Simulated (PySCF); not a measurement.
**Correlation energy of Pd³⁶⁺ (palladium, charge +36)**

Starting occupation: [Ne]. Calculation: PySCF 2.14, in an uncontracted even-tempered set (18 s from 3.7 bohr⁻², ratio 2.6; 13 p from 4.8 bohr⁻², ratio 2.6; 6 d from 4.9 bohr⁻², ratio 2.8; 3 f from 120 bohr⁻², ratio 2.8); X2C-1e with screened-nucleus spin-orbit coupling, Gaussian nucleus. Frozen: 1s2; 8 electrons correlated; the 56 highest virtual spinors left out.

MP2 pair energies summed by pair of shells (mhartree):

```csv
pair,energy,share (%)
2p1/2-2p3/2,-100.34,33.4
2p3/2-2p3/2,-95.19,31.7
2p3/2-2s1/2,-46.03,15.3
2p1/2-2s1/2,-23.54,7.8
2p1/2-2p1/2,-23.07,7.7
2s1/2-2s1/2,-12.03,4.0
```

Total MP2 correlation energy: -300.21 mhartree.

The virtual space was cut to 44 spinors, which keep -231.58 of the -300.21 mhartree of MP2 correlation.

| level | correlation energy (mhartree) |
| --- | --- |
| CCSD | -232.78 |
| (T) | -0.03 |
| CCSD(T) | -232.81 |

Diagnostics: T1 = 5.4e-05, largest double amplitude 0.003.

Cost of the coupled-cluster step: about 4 core-seconds, for 8 occupied and 44 virtual spinors.

Iterations:

```
Init t2, MP2 energy = -0.231579578790582
CCSD nocc = 8, nmo = 52
Init t2, MP2 energy = -0.231579578790582
Init E_corr(GCCSD) = -0.231579578790582
cycle = 1  E_corr(GCCSD) = -0.232744895223947  dE = -0.00116531643  norm(t1,t2) = 0.000314042
cycle = 2  E_corr(GCCSD) = -0.23277446597188  dE = -2.95707479e-05  norm(t1,t2) = 1.12962e-05
cycle = 3  E_corr(GCCSD) = -0.23277536001409  dE = -8.9404221e-07  norm(t1,t2) = 5.11465e-07
cycle = 4  E_corr(GCCSD) = -0.232775357935399  dE = 2.078691e-09  norm(t1,t2) = 3.46671e-09
GCCSD converged
E(GCCSD) = -3940.701343851791  E_corr = -0.2327753579353991
```

The coupled-cluster values are those of the cut space; adding the MP2 remainder, -68.63 mhartree, estimates the full space.

At this charge the one-electron X2C treatment keeps the bare 1/r₁₂, with no two-electron picture change or Breit term. The effect here is smaller than on the frozen 1s shell.
